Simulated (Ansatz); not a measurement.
System (SMILES): [BH] (BH) (closed-shell singlet).
Geometry (B3LYP-D3(BJ)/def2-TZVP, fixed):
```xyz
2

B      0.0000     0.0000    -0.2055
H      0.0000     0.0000     1.0276
```

Basis-set convergence of the dipole moment at MP2 with Ansatz (an electronic-structure program). Dipoles come from the density behind the forces; the sign is taken along the dipole that this method gives in the largest set. The reference of a correlated method is not its basis-set limit, which lies further on. Cartesian d functions, on some or all atoms, in 6-31G**, 6-31+G*; all else is spherical. Cores are frozen. A restricted Hartree-Fock determinant is unstable towards unrestricted orbitals. No added dispersion term, no relativity. Reference: the value in aug-cc-pV5Z, 1.616 D, itself unsure by roughly 0.004 D (its mean distance from aug-pcseg-3, aug-cc-pVQZ, def2-QZVPPD).

```
basis              functions  dipole moment (D)
-----------------  ---------  -----------------
3-21G                     11                [?]
pcseg-1                   19              1.485
6-31G**                   20                [?]
6-31+G*                   21                [?]
def2-SVPD                 28              1.647
6-311++G(2d,2p)           37                [?]
def2-TZVPPD               54              1.609
6-311++G(3df,3pd)         57              1.608
pcseg-3                   93              1.612
def2-QZVPPD               96              1.611
aug-cc-pVQZ              126              1.613
cc-pV5Z                  146              1.609
pcseg-4                  162              1.611
```

Problem. Some entries are withheld; supply them.

Solution. 
- 3-21G, dipole moment (D): 1.450
- 6-31G**, dipole moment (D): 1.317
- 6-31+G*, dipole moment (D): 1.669
- 6-311++G(2d,2p), dipole moment (D): 1.599
